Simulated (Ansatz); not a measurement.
Z-matrix (Å, degrees):
```
O
Si 1 1.6547
Si 1 1.6548 2 160.59
H 3 1.4730 1 111.47 2 -14.34
H 2 1.4730 1 111.48 3 -14.62
H 2 1.4829 5 118.64 1 126.16
H 3 1.4829 4 118.59 1 126.07
H 3 1.5258 4 111.38 7 124.53
H 2 1.5260 5 111.33 6 124.48
```
Charge +1, spin multiplicity 2.

Computed with Ansatz (a quantum-chemistry and plane-wave program) with frozen-core CCSD(T)/cc-pVTZ // r2SCAN-D4/def2-TZVP.

| Quantity | Value |
|---|---|
| HF energy | -655.98825 Ha |
| MP2 correlation energy | -0.43972 Ha |

Q: Estimate the CCSD correlation energy, the (T) correction, the total energy and the T1 diagnostic.

A: 
The CCSD correlation energy is -0.50563 Ha. The (T) correction is -0.01729 Ha, the CCSD(T) total energy is -656.51118 Ha and the T1 diagnostic is 0.054.
